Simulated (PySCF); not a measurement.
Isomers of C5H11NOSi2.

All values: CAM-B3LYP/def2-SVPD (PySCF) at PBE0-D3(BJ)/def2-SVP geometries, gas phase, one conformer each. Core orbitals are frozen in the response; Δα² is half the sum of the squared differences of the principal polarisabilities.

Question: Rank by vertical ionisation energy (ΔSCF), lowest first.
A. `[CH3:1][c:2]1[cH:3][cH:4][o:5][c:6]1[SiH2:7][NH:8][SiH3:9]` with O5–C6–Si7–N8 49°, C6–Si7–N8–Si9 18°
B. `[CH3:1][CH2:2][Si@@H:3]1[O:4][SiH2:5][CH2:6][C@H:7]1[C:8]#[N:9]` with C1–C2–Si3–O4 176°, C2–Si3–O4–Si5 -132°, Si3–O4–Si5–C6 -6°, O4–Si5–C6–C7 28°, Si5–C6–C7–C8 -162°
C. `[CH3:1][C:2]#[C:3][C@@H:4]1[CH2:5][Si@H:6]([NH2:7])[O:8][SiH2:9]1` with C5–Si6–N7–H 174° and -43°, C3–C4–C5–Si6 -78°, C4–C5–Si6–N7 89°, C5–Si6–O8–Si9 11°, Si6–O8–Si9–C4 9°
D. `[CH3:1][SiH2:2][NH:3][SiH2:4][c:5]1[cH:6][cH:7][cH:8][o:9]1` with C1–Si2–N3–Si4 173°, Si2–N3–Si4–C5 176°, N3–Si4–C5–C6 -175°

Answer: A (8.48 eV), D (8.72 eV), C (8.92 eV), B (10.32 eV).

Question: Rank by polarisability anisotropy Δα, lowest first.
A. `[CH:1]#[C:2][Si@@H:3]1[CH2:4][CH2:5][Si@@H:6]([NH:7][CH3:8])[O:9]1` with C5–Si6–N7–C8 -64°, C2–Si3–C4–C5 -145°, Si3–C4–C5–Si6 32°, C4–C5–Si6–N7 -139°, C5–Si6–O9–Si3 6°
B. `[CH3:1][CH2:2][Si@@H:3]1[O:4][SiH2:5][CH2:6][C@H:7]1[C:8]#[N:9]` with C1–C2–Si3–O4 176°, C2–Si3–O4–Si5 -132°, Si3–O4–Si5–C6 -6°, O4–Si5–C6–C7 28°, Si5–C6–C7–C8 -162°
C. `[NH2:1][Si@H:2]([CH2:3][SiH3:4])[c:5]1[cH:6][cH:7][cH:8][o:9]1` with H–N1–Si2–C3 -39° and -178°, N1–Si2–C3–Si4 -162°, N1–Si2–C5–C6 21°
D. `[N:1]#[C:2][C@@H:3]1[CH2:4][CH2:5][C@@H:6]1[SiH2:7][O:8][SiH3:9]` with C5–C6–Si7–O8 -54°, C6–Si7–O8–Si9 -116°, C2–C3–C4–C5 -139°, C3–C4–C5–C6 18°, C4–C5–C6–Si7 100°, C2–C3–C6–C5 138°
E. `[CH3:1][C:2]#[C:3][C@@H:4]1[CH2:5][Si@H:6]([NH2:7])[O:8][SiH2:9]1` with C5–Si6–N7–H 174° and -43°, C3–C4–C5–Si6 -78°, C4–C5–Si6–N7 89°, C5–Si6–O8–Si9 11°, Si6–O8–Si9–C4 9°
F. `[CH3:1][SiH2:2][NH:3][SiH2:4][c:5]1[cH:6][cH:7][cH:8][o:9]1` with C1–Si2–N3–Si4 173°, Si2–N3–Si4–C5 176°, N3–Si4–C5–C6 -175°

Answer: D (2.83 Å³), B (4.78 Å³), C (5.02 Å³), E (5.58 Å³), A (7.30 Å³), F (7.65 Å³).

Question: Rank by HOMO–LUMO gap, lowest first.
A. `[NH2:1][Si@H:2]([CH2:3][SiH3:4])[c:5]1[cH:6][cH:7][cH:8][o:9]1` with H–N1–Si2–C3 -39° and -178°, N1–Si2–C3–Si4 -162°, N1–Si2–C5–C6 21°
B. `[CH3:1][c:2]1[cH:3][cH:4][o:5][c:6]1[SiH2:7][NH:8][SiH3:9]` with O5–C6–Si7–N8 49°, C6–Si7–N8–Si9 18°
C. `[CH3:1][C:2]#[C:3][C@@H:4]1[CH2:5][Si@@H:6]([NH2:7])[O:8][SiH2:9]1` with C5–Si6–N7–H 50° and -164°, C3–C4–C5–Si6 -80°, C4–C5–Si6–N7 -152°, C5–Si6–O8–Si9 9°, Si6–O8–Si9–C4 10°
D. `[CH3:1][SiH2:2][Si@@H:3]([NH2:4])[c:5]1[cH:6][cH:7][cH:8][o:9]1` with C1–Si2–Si3–N4 -177°, Si2–Si3–N4–H 178° and -36°, Si2–Si3–C5–C6 120°
E. `[CH3:1][CH2:2][Si@@H:3]1[O:4][SiH2:5][CH2:6][C@H:7]1[C:8]#[N:9]` with C1–C2–Si3–O4 176°, C2–Si3–O4–Si5 -132°, Si3–O4–Si5–C6 -6°, O4–Si5–C6–C7 28°, Si5–C6–C7–C8 -162°
F. `[CH3:1][SiH2:2][NH:3][SiH2:4][c:5]1[cH:6][cH:7][cH:8][o:9]1` with C1–Si2–N3–Si4 173°, Si2–N3–Si4–C5 176°, N3–Si4–C5–C6 -175°

Answer: D (8.32 eV), B (8.46 eV), A (8.71 eV), F (8.84 eV), C (9.21 eV), E (10.46 eV).

All values together:

```json
{"SMILES": "C[SiH2][Si@@H](N)c1ccco1", "μ (D)": "0.94", "HOMO (eV)": "-7.84", "LUMO (eV)": "0.48", "α (Å³)": "18.51", "Δα (Å³)": "5.05", "ΔSCF removal energy (eV)": "8.45"}
{"SMILES": "CC#C[C@@H]1C[Si@H](N)O[SiH2]1", "μ (D)": "1.68", "HOMO (eV)": "-8.26", "LUMO (eV)": "1.03", "α (Å³)": "17.13", "Δα (Å³)": "5.58", "ΔSCF removal energy (eV)": "8.92"}
{"SMILES": "N#C[C@@H]1CC[C@@H]1[SiH2]O[SiH3]", "μ (D)": "3.87", "HOMO (eV)": "-9.61", "LUMO (eV)": "0.77", "α (Å³)": "16.43", "Δα (Å³)": "2.83", "ΔSCF removal energy (eV)": "10.23"}
{"SMILES": "CC#C[C@@H]1C[Si@@H](N)O[SiH2]1", "μ (D)": "0.99", "HOMO (eV)": "-8.14", "LUMO (eV)": "1.08", "α (Å³)": "17.29", "Δα (Å³)": "6.06", "ΔSCF removal energy (eV)": "8.81"}
{"SMILES": "C[SiH2]N[SiH2]c1ccco1", "μ (D)": "1.65", "HOMO (eV)": "-8.03", "LUMO (eV)": "0.81", "α (Å³)": "17.87", "Δα (Å³)": "7.65", "ΔSCF removal energy (eV)": "8.72"}
{"SMILES": "C#C[Si@@H]1CC[Si@@H](NC)O1", "μ (D)": "1.33", "HOMO (eV)": "-8.12", "LUMO (eV)": "0.75", "α (Å³)": "16.97", "Δα (Å³)": "7.30", "ΔSCF removal energy (eV)": "8.82"}
{"SMILES": "CC[Si@@H]1O[SiH2]C[C@H]1C#N", "μ (D)": "3.42", "HOMO (eV)": "-9.68", "LUMO (eV)": "0.78", "α (Å³)": "16.45", "Δα (Å³)": "4.78", "ΔSCF removal energy (eV)": "10.32"}
{"SMILES": "N[Si@H](C[SiH3])c1ccco1", "μ (D)": "1.73", "HOMO (eV)": "-7.88", "LUMO (eV)": "0.84", "α (Å³)": "17.76", "Δα (Å³)": "5.02", "ΔSCF removal energy (eV)": "8.53"}
{"SMILES": "Cc1ccoc1[SiH2]N[SiH3]", "μ (D)": "0.81", "HOMO (eV)": "-7.90", "LUMO (eV)": "0.56", "α (Å³)": "17.71", "Δα (Å³)": "5.05", "ΔSCF removal energy (eV)": "8.48"}
```

Conformers: `[CH3:1][SiH2:2][Si@@H:3]([NH2:4])[c:5]1[cH:6][cH:7][cH:8][o:9]1` with C1–Si2–Si3–N4 -177°, Si2–Si3–N4–H 178° and -36°, Si2–Si3–C5–C6 120°; `[CH3:1][C:2]#[C:3][C@@H:4]1[CH2:5][Si@H:6]([NH2:7])[O:8][SiH2:9]1` with C5–Si6–N7–H 174° and -43°, C3–C4–C5–Si6 -78°, C4–C5–Si6–N7 89°, C5–Si6–O8–Si9 11°, Si6–O8–Si9–C4 9°; `[N:1]#[C:2][C@@H:3]1[CH2:4][CH2:5][C@@H:6]1[SiH2:7][O:8][SiH3:9]` with C5–C6–Si7–O8 -54°, C6–Si7–O8–Si9 -116°, C2–C3–C4–C5 -139°, C3–C4–C5–C6 18°, C4–C5–C6–Si7 100°, C2–C3–C6–C5 138°; `[CH3:1][C:2]#[C:3][C@@H:4]1[CH2:5][Si@@H:6]([NH2:7])[O:8][SiH2:9]1` with C5–Si6–N7–H 50° and -164°, C3–C4–C5–Si6 -80°, C4–C5–Si6–N7 -152°, C5–Si6–O8–Si9 9°, Si6–O8–Si9–C4 10°; `[CH3:1][SiH2:2][NH:3][SiH2:4][c:5]1[cH:6][cH:7][cH:8][o:9]1` with C1–Si2–N3–Si4 173°, Si2–N3–Si4–C5 176°, N3–Si4–C5–C6 -175°; `[CH:1]#[C:2][Si@@H:3]1[CH2:4][CH2:5][Si@@H:6]([NH:7][CH3:8])[O:9]1` with C5–Si6–N7–C8 -64°, C2–Si3–C4–C5 -145°, Si3–C4–C5–Si6 32°, C4–C5–Si6–N7 -139°, C5–Si6–O9–Si3 6°; `[CH3:1][CH2:2][Si@@H:3]1[O:4][SiH2:5][CH2:6][C@H:7]1[C:8]#[N:9]` with C1–C2–Si3–O4 176°, C2–Si3–O4–Si5 -132°, Si3–O4–Si5–C6 -6°, O4–Si5–C6–C7 28°, Si5–C6–C7–C8 -162°; `[NH2:1][Si@H:2]([CH2:3][SiH3:4])[c:5]1[cH:6][cH:7][cH:8][o:9]1` with H–N1–Si2–C3 -39° and -178°, N1–Si2–C3–Si4 -162°, N1–Si2–C5–C6 21°; `[CH3:1][c:2]1[cH:3][cH:4][o:5][c:6]1[SiH2:7][NH:8][SiH3:9]` with O5–C6–Si7–N8 49°, C6–Si7–N8–Si9 18°.

Question: By how much does the ΔSCF value exceed −ε(HOMO) over the species that have both?

Answer: By 0.58 to 0.70 eV, 0.65 eV on average, over 9 species.
